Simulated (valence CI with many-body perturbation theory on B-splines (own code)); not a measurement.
**Energy levels of Sb XLVI**

Computed by valence CI with perturbative core correlation (CI+MBPT): four valence electrons over a frozen Dirac-Fock core [He], a basis of 11 s, 11 p, 10 d, 8 f, 5 g, 2 h functions for each j, with the one-electron correlation potential Σ1, the two-electron term Σ2, the three-electron term Σ3, Breit, model QED; selected CI, second order for the rest, scaled by the run's own slope (own B-spline code, finite nucleus).

No measured spectrum was set against this ion. As an estimate, large intervals hold to a few tenths of a per cent, small ones and those within an open d or f shell to about a per cent. Among the levels kept, up to 840 cm⁻¹ of a level comes from second order outside the variational space, and about a tenth of that is noise between levels of different J, which matters for small intervals.

Levels 1 to 45 of 205, with energies above the lowest level, (2s^2 2p1/2^2) J=0. "Leading %" is the weight of the configuration and term that name the level; weights of strongly mixed levels are sums over their largest components and can fall short, so below about 35 % the name and the second component can differ from the true leading terms, or belong to a minority configuration. In the jj column 3d3/2^4 stands for four electrons in 3d with j = 3/2. Lifetimes count E1, E2, E3, M1 and M2 decay at the calculated energies, and are blank where another channel may lead or the interval is too uncertain; long ones can be off by a factor of two.

```
No.  Configuration  Term  J  E (eV)  Leading %      g  Lifetime                Leading jj
  1        2s2 2p2    3P  0     0.0         71                        2s^2 2p1/2^2 (99 %)
  2        2s2 2p2    3P  1   255.8        100  1.486   8.98 ns  2s^2 2p1/2 2p3/2 (100 %)
  3        2s2 2p2    1D  2   270.8         62  1.173   7.76 μs  2s^2 2p1/2 2p3/2 (100 %)
  4         2s 2p3   3P°  2   426.4         43  1.595   85.6 ps   2s 2p1/2^2 2p3/2 (97 %)
  5         2s 2p3   3D°  1   483.8         38  1.067   1.82 ps   2s 2p1/2^2 2p3/2 (98 %)
  6        2s2 2p2    3P  2   538.0         61  1.294   3.46 ns       2s^2 2p3/2^2 (99 %)
  7        2s2 2p2    1S  0   575.5         70          2.58 ns       2s^2 2p3/2^2 (98 %)
  8         2s 2p3   3D°  2   669.0         49  1.533   8.27 ps   2s 2p1/2 2p3/2^2 (97 %)
  9         2s 2p3   3D°  3   701.8        100  1.316   8.89 ps  2s 2p1/2 2p3/2^2 (100 %)
 10         2s 2p3   3P°  0   735.9        100          2.19 ps  2s 2p1/2 2p3/2^2 (100 %)
 11         2s 2p3   3S°  1   749.4         41  1.289   1.19 ps   2s 2p1/2 2p3/2^2 (98 %)
 12         2s 2p3   1D°  2   759.6         71  1.080   1.19 ps   2s 2p1/2 2p3/2^2 (97 %)
 13         2s 2p3   3P°  1   763.4         50  1.370   1.41 ps   2s 2p1/2 2p3/2^2 (98 %)
 14            2p4    3P  2   944.7         70  1.339   1.22 ps    2p1/2^2 2p3/2^2 (99 %)
 15            2p4    1S  0   985.7         59           986 fs    2p1/2^2 2p3/2^2 (98 %)
 16         2s 2p3   3P°  2   993.3         52  1.394   2.23 ps         2s 2p3/2^3 (97 %)
 17         2s 2p3   1P°  1  1046.4         42  1.210    831 fs         2s 2p3/2^3 (98 %)
 18            2p4    3P  1  1209.2        100  1.486    768 fs     2p1/2 2p3/2^3 (100 %)
 19            2p4    1D  2  1225.0         71  1.128    846 fs     2p1/2 2p3/2^3 (100 %)
 20            2p4    3P  0  1510.5         60           585 fs            2p3/2^4 (99 %)
 21      2s2 2p 3s   3P°  0  4427.7         99          25.6 fs      2s^2 2p1/2 3s (99 %)
 22      2s2 2p 3s   3P°  1  4430.4         67  1.325   20.0 fs      2s^2 2p1/2 3s (99 %)
 23      2s2 2p 3p    3D  1  4480.1         73  0.655   1.87 ps   2s^2 2p1/2 3p1/2 (99 %)
 24      2s2 2p 3p    3P  0  4507.3         69           555 fs   2s^2 2p1/2 3p1/2 (98 %)
 25      2s2 2p 3p    3P  1  4561.6         33  1.638   79.8 fs   2s^2 2p1/2 3p3/2 (71 %)
 26      2s2 2p 3p    3D  2  4570.8         55  1.161   1.20 ps   2s^2 2p1/2 3p3/2 (99 %)
 27      2s 2p2 3s    5P  1  4590.0         39  1.964   38.2 fs      2s 2p1/2^2 3s (68 %)
 28      2s 2p2 3s    3P  0  4604.4         72          28.0 fs      2s 2p1/2^2 3s (96 %)
 29      2s2 2p 3d   3F°  2  4614.2         74  0.754   18.0 fs   2s^2 2p1/2 3d3/2 (99 %)
 30      2s2 2p 3d   3D°  1  4627.8         35  1.006   2.11 fs   2s^2 2p1/2 3d3/2 (68 %)
 31      2s 2p2 3p   5D°  0  4637.5         52           352 fs   2s 2p1/2^2 3p1/2 (96 %)
 32      2s 2p2 3p   5D°  1  4643.0         20  1.268   21.2 fs   2s 2p1/2^2 3p1/2 (65 %)
 33      2s2 2p 3d   3P°  2  4645.7         46  1.281   3.04 fs   2s^2 2p1/2 3d5/2 (98 %)
 34      2s2 2p 3d   3F°  3  4648.5         49  1.106   3.43 fs   2s^2 2p1/2 3d5/2 (99 %)
 35      2s2 2p 3s   3P°  2  4705.7         96  1.485   36.0 fs      2s^2 2p3/2 3s (96 %)
 36      2s2 2p 3s   1P°  1  4711.3         66  1.143   16.0 fs      2s^2 2p3/2 3s (97 %)
 37      2s 2p2 3p   3P°  2  4724.7         30  1.549    192 fs   2s 2p1/2^2 3p3/2 (94 %)
 38      2s 2p2 3p   3D°  1  4729.1         36  1.091   8.02 fs   2s 2p1/2^2 3p3/2 (96 %)
 39      2s 2p2 3d    5F  1  4767.1         37  0.604   28.5 fs   2s 2p1/2^2 3d3/2 (80 %)
 40      2s2 2p 3p    3P  1  4768.2         41  1.268    136 fs   2s^2 2p3/2 3p1/2 (79 %)
 41      2s2 2p 3p    3D  2  4769.8         28  1.173   41.8 fs   2s^2 2p3/2 3p1/2 (63 %)
 42      2s 2p2 3d    5F  2  4772.2         16  1.181   21.8 fs   2s 2p1/2^2 3d3/2 (59 %)
 43      2s 2p2 3d    3D  3  4796.9         31  1.368   3.44 fs   2s 2p1/2^2 3d5/2 (96 %)
 44      2s 2p2 3d    3F  2  4811.1         30  1.085   3.97 fs   2s 2p1/2^2 3d5/2 (78 %)
 45      2s 2p2 3s    5P  2  4813.5         75  1.657   20.7 fs  2s 2p1/2 2p3/2 3s (85 %)
```

Where two levels of one J and parity lie close, their mixing, g and order are uncertain.

The ionisation energy to 2s2 2p 2P°_1/2 of the next ion comes out as 7888 eV (NIST: 7887 ± 4 eV (theoretical)). All 205 levels together are meant to be complete up to 5519.7 eV.
